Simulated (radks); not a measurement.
Values are calculated unless marked as measured or tabulated.
Task: Ionisation of neutral boron, [He] 2s2 2p1, to B+, [He] 2s2, under several functionals. Dirac Kohn-Sham, spin-unpolarised, spherical densities, point nucleus; open shells fill j = l - 1/2 first; a radial shooting solver on a logarithmic mesh with Libxc functionals. Known Delta-SCF values: HCTH/407 8.300 eV; AM05 8.123 eV. What does SOGGA give, and what is its highest occupied eigenvalue?

Result: 8.048 eV by Delta-SCF; the 2p1/2 eigenvalue is -3.472 eV. NIST: 8.298 eV (measured).

Beside tabulated values, note that spin-unpolarised runs miss the spin-polarisation part of the exchange energy of open shells.
